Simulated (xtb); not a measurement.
A run for xtb: GFN1-xTB on ClH5OSi (a complex), monomers drawn apart or pushed together.

```
$ xtb mol.xyz --gfn 1 --sp --chrg 0 --uhf 0
8

O      0.19409571    -0.24297724    -0.15294749
H      1.11836467    -0.32533300    -0.41005480
H      0.13561133     0.59976545     0.31296692
Si    -0.57396291    -0.88151260     5.48969932
Cl    -0.29607730     1.18314932     5.47102697
H     -0.80284591    -1.25306230     6.90123263
H      0.65310164    -1.52503094     4.99094951
H     -1.75143355    -1.20923943     4.67157054
```

It printed:

```
[...]
           -------------------------------------------------
          |                Calculation Setup                |
           -------------------------------------------------



molecular fragmentation (1/2 indicates fragments):
11122222
# atoms in fragment 1/2:     3     5
 fragment masses (1/2) :       18.02       66.56
CMA distance (Bohr)    :  10.727
constraining FC (au)   :  0.0500

           -------------------------------------------------
          |                 G F N 1 - x T B                 |
           -------------------------------------------------

        Reference                      10.1021/acs.jctc.7b00118
      * Hamiltonian:
        H0-scaling (s, p, d)           1.850000    2.250000    2.000000
        zeta-weighting                 0.000000
      * Dispersion:
        s8                             2.400000
        a1                             0.630000
        a2                             5.000000
        s9                             0.000000
      * Repulsion:
        kExp                           1.500000
        rExp                           1.000000
      * Coulomb:
        alpha                          2.000000
        third order                    atomic
        anisotropic                    false
      * Halogen bond correction:
        rad-scale                      1.300000
        damping                        0.440000


          ...................................................
          :                      SETUP                      :
          :.................................................:
          :  # basis functions                  34          :
          :  # atomic orbitals                  32          :
          :  # shells                           18          :
          :  # electrons                        22          :
          :  # halogen bonds                     1          :
          :  max. iterations                   250          :
          :  Hamiltonian                  GFN1-xTB          :
          :  restarted?                      false          :
          :  GBSA solvation                  false          :
          :  PC potential                    false          :
          :  electronic temp.          300.0000000     K    :
          :  accuracy                    1.0000000          :
          :  -> integral cutoff          0.2500000E+02      :
          :  -> integral neglect         0.1000000E-07      :
          :  -> SCF convergence          0.1000000E-05 Eh   :
          :  -> wf. convergence          0.2000000E-04 e    :
          :  Broyden damping             0.4000000          :
          :  net charge                          0          :
          :  unpaired electrons                  0          :
          ...................................................

 iter      E             dE          RMSdq      gap      omega  full diag
   1    -13.6291560 -0.136292E+02  0.502E+00    7.14       0.0  T
   2    -13.6372724 -0.811637E-02  0.279E+00    7.15       1.0  T
   3    -13.6381346 -0.862206E-03  0.468E-01    6.83       1.0  T
   4    -13.6386985 -0.563908E-03  0.178E-01    6.99       1.0  T
   5    -13.6388071 -0.108582E-03  0.579E-02    6.98       1.0  T
   6    -13.6388318 -0.247816E-04  0.377E-03    6.96       9.4  T
   7    -13.6388319 -0.667361E-07  0.125E-03    6.97      28.4  T
   8    -13.6388319 -0.745709E-08  0.158E-04    6.97     223.4  T
   9    -13.6388319 -0.104375E-09  0.184E-05    6.97    1921.5  T

   *** convergence criteria satisfied after 9 iterations ***

         #    Occupation            Energy/Eh            Energy/eV
      -------------------------------------------------------------
         1        2.0000           -0.9182671             -24.9873
       ...           ...                  ...                  ...
         5        2.0000           -0.5479907             -14.9116
         6        2.0000           -0.4999091             -13.6032
         7        2.0000           -0.4948634             -13.4659
         8        2.0000           -0.4948445             -13.4654
         9        2.0000           -0.4926402             -13.4054
        10        2.0000           -0.4655858             -12.6692
        11        2.0000           -0.4635396             -12.6136 (HOMO)
        12                         -0.2075661              -5.6482 (LUMO)
        13                         -0.1779940              -4.8435
        14                         -0.1721374              -4.6841
        15                         -0.1579771              -4.2988
        16                         -0.0803207              -2.1856
       ...                                ...                  ...
        32                          1.3006441              35.3923
      -------------------------------------------------------------
                  HL-Gap            0.2559736 Eh            6.9654 eV
             Fermi-level           -0.3355529 Eh           -9.1309 eV

 SCC (total)                   0 d,  0 h,  0 min,  0.008 sec
 SCC setup                      ...        0 min,  0.000 sec (  1.606%)
 Dispersion                     ...        0 min,  0.000 sec (  0.787%)
 classical contributions        ...        0 min,  0.000 sec (  0.433%)
 integral evaluation            ...        0 min,  0.002 sec ( 26.915%)
 iterations                     ...        0 min,  0.002 sec ( 27.984%)
 molecular gradient             ...        0 min,  0.003 sec ( 39.822%)
 printout                       ...        0 min,  0.000 sec (  2.309%)

         :::::::::::::::::::::::::::::::::::::::::::::::::::::
         ::                     SUMMARY                     ::
         :::::::::::::::::::::::::::::::::::::::::::::::::::::
         :: total energy             -13.571054564627 Eh    ::
         :: gradient norm              0.043394798454 Eh/a0 ::
         :: HOMO-LUMO gap              6.965396099983 eV    ::
         ::.................................................::
         :: SCC energy               -13.638831911047 Eh    ::
         :: -> electrostatic           0.052605040326 Eh    ::
         :: repulsion energy           0.069194229930 Eh    ::
         :: dispersion energy         -0.001416883510 Eh    ::
         :: halogen bond corr.         0.000000000000 Eh    ::
         :: add. restraining           0.000000000000 Eh    ::
         :: total charge               0.000000000000 e     ::
         :::::::::::::::::::::::::::::::::::::::::::::::::::::

           -------------------------------------------------
          |                Property Printout                |
           -------------------------------------------------

    * Orbital Energies and Occupations

         #    Occupation            Energy/Eh            Energy/eV
      -------------------------------------------------------------
         1        2.0000           -0.9182671             -24.9873
         2        2.0000           -0.7576887             -20.6178
         3        2.0000           -0.6247584             -17.0005
         4        2.0000           -0.6107678             -16.6198
         5        2.0000           -0.5479907             -14.9116
         6        2.0000           -0.4999091             -13.6032
         7        2.0000           -0.4948634             -13.4659
         8        2.0000           -0.4948445             -13.4654
         9        2.0000           -0.4926402             -13.4054
        10        2.0000           -0.4655858             -12.6692
        11        2.0000           -0.4635396             -12.6136 (HOMO)
        12                         -0.2075661              -5.6482 (LUMO)
        13                         -0.1779940              -4.8435
Note: The following floating-point exceptions are signalling: IEEE_DENORMAL
normal termination of xtb
        14                         -0.1721374              -4.6841
        15                         -0.1579771              -4.2988
        16                         -0.0803207              -2.1856
        17                         -0.0786175              -2.1393
        18                         -0.0619782              -1.6865
        19                         -0.0614247              -1.6715
        20                         -0.0601355              -1.6364
        21                         -0.0509835              -1.3873
        22                         -0.0498627              -1.3568
       ...                                ...                  ...
        32                          1.3006441              35.3923
      -------------------------------------------------------------
                  HL-Gap            0.2559736 Eh            6.9654 eV
             Fermi-level           -0.3355529 Eh           -9.1309 eV

  Mulliken/CM5 charges         n(s)   n(p)   n(d)
     1O    -0.66817 -0.99924   1.694  4.974  0.000
     2H     0.33404  0.49995   0.666  0.000  0.000
     3H     0.33415  0.49931   0.666  0.000  0.000
     4Si    0.29797  0.01276   1.260  1.759  0.683
     5Cl   -0.10140 -0.06463   1.894  5.215 -0.007
     6H    -0.06942  0.01268   1.069  0.000  0.000
     7H    -0.06516  0.01783   1.065  0.000  0.000
     8H    -0.06202  0.02133   1.062  0.000  0.000

Wiberg/Mayer (AO) data.
largest (>0.10) Wiberg bond orders for each atom

 ---------------------------------------------------------------------------
     #   Z sym  total        # sym  WBO       # sym  WBO       # sym  WBO
 ---------------------------------------------------------------------------
     1   8 O    1.789 --     2 H    0.895     3 H    0.895
     2   1 H    0.895 --     1 O    0.895
     3   1 H    0.895 --     1 O    0.895
     4  14 Si   4.248 --     5 Cl   1.438     6 H    0.937     7 H    0.937
                             8 H    0.937
     5  17 Cl   1.480 --     4 Si   1.438
     6   1 H    0.992 --     4 Si   0.937
     7   1 H    0.992 --     4 Si   0.937
     8   1 H    0.992 --     4 Si   0.937
 ---------------------------------------------------------------------------

Topologies differ in total number of bonds
Writing topology from bond orders to xtbtopo.mol

 dipole moment from electron density (au)
     X       Y       Z
   0.7508   0.2085   0.1298  total (Debye):    2.008


           -------------------------------------------------
          | TOTAL ENERGY              -13.571054564627 Eh   |
          | GRADIENT NORM               0.043394798454 Eh/α |
          | HOMO-LUMO GAP               6.965396099983 eV   |
           -------------------------------------------------

------------------------------------------------------------------------
------------------------------------------------------------------------
 total:
 SCF:
```

The run finished.

Cost: about 0.04 core-seconds (a rough figure).
